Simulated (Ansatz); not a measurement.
Consider the redistribution: `O=C(S)[SeH]` + `B[CH2][GeH2][SiH3]` → `B[CH2][GeH2][SeH]` + `O=C([SiH3])S`.

Isolated molecules relaxed with PBE0-D4/def2-TZVP in Ansatz; ΔE leaves out vibrations. CBS: MP2 limit from def2 TZ/QZ plus the TZ coupled-cluster correction, frozen cores. Functionals use def2-TZVPP. B3LYP here is the variant with VWN-RPA as its local correlation; programs differ in this. For Ge, Se outer-core shells are correlated without core-valence functions, which leaves a few kJ/mol of doubt a bond. Scalar relativity is left out up to krypton. Each species was taken in one conformer, which may not be the lowest.

Problem. Is it downhill or uphill in electronic energy at CCSD(T)/CBS, and by how much? (Estimate.)

Solution. Ansatz gave: Downhill: ΔE = -54.2 kJ/mol.

Problem. What do these levels give: B3LYP-D4, ωB97M-V, PBE, HF/def2-QZVPP, MP2/def2-QZVPP, SCS-MP2/def2-QZVPP? (An estimate is asked.)

Solution. The calculation gave: B3LYP-D4 -51.9, ωB97M-V -54.8, PBE -38.2, HF/def2-QZVPP -82.6, MP2/def2-QZVPP -54.4, SCS-MP2/def2-QZVPP -59.5 kJ/mol.

Largest T1 diagnostic among the species: 0.017.

In def2-TZVPP, CCSD(T) changes the Hartree–Fock value by +30.2 kJ/mol (the triples alone add +4.8 kJ/mol) and MP2 by +29.3 kJ/mol. From PBE to PBE0 (25 % exact exchange), in def2-TZVPP and without D4, ΔE moves by −7.7 kJ/mol.
